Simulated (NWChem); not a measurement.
System: KOH cation, doublet; SMILES of the neutral closed-shell parent [OH][K]

```xyz
3

K     -0.0001     0.8966     0.0000
O     -0.0011    -1.7845     0.0000
H      0.0108    -2.7588     0.0000
```
Atoms are numbered in this order, from 1.

Program: NWChem. Spin-unrestricted. Medium grid unless said otherwise, to which SCAN and Minnesota functionals are sensitive. Geometry: optimised at PBE0-D3(BJ)/def2-TZVP, spin-unrestricted. The spin multiplicity was typed, not searched, and may not be the lowest. No stability test was run on the SCF state.

**Question.** What does the run give for SCAN/def2-SVP? Quantities: highest occupied level (eV); lowest empty minus highest occupied level, either spin (eV); <S²>.

**Answer.** 
```json
{
 "highest occupied level (eV)": "-12.53",
 "lowest empty minus highest occupied level, either spin (eV)": "2.32",
 "<S²>": "0.753"
}
```
